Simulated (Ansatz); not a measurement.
`FBC(F)Cl` + H₂ → `FCCl` + `BF`  (hydrogenolysis of a C–B bond)

Program: Ansatz. Geometries: PBE0-D4/def2-TZVP. ΔE: electronic, gas phase. CCSD(T)/CBS adds triple-zeta CCSD(T) − MP2 to the extrapolated MP2 energy (def2 sets, frozen cores). This one scheme is used for every species. DFT in def2-TZVPP. HSE06 is defined as in plane-wave codes. One conformer a species, not always the lowest.

```csv
level,ΔE (kcal/mol),difference from CCSD(T)/CBS
revPBE-D4,-1.5,3.3
r2SCANh-D4,-3.0,1.8
BHLYP-D4,-6.3,-1.5
CAM-B3LYP-D4,-5.2,-0.4
PBE0,-4.9,-0.1
HSE06,-4.8,0.0
CAM-B3LYP,-6.2,-1.4
LC-ωPBE,-5.9,-1.1
HF/def2-TZVPP,-11.3,-6.5
CCSD(T)/def2-TZVPP,-5.0,-0.2
CCSD(T)/CBS,-4.8,0
```

Largest T1 diagnostic among the species: 0.013.

In def2-TZVPP, CCSD(T) changes the Hartree–Fock value by +6.4 kcal/mol (the triples alone add +1.3 kcal/mol) and MP2 by +6.8 kcal/mol. From BLYP to BHLYP (50 % exact exchange), in def2-TZVPP and without D4, ΔE moves by −2.5 kcal/mol. Leaving LDA and LC-ωPBE aside and taking each functional with its dispersion term where it has one, the values spread over 4.8 kcal/mol, from BHLYP-D4 to revPBE-D4. LDA lies +2.9 kcal/mol from PBE without D4.
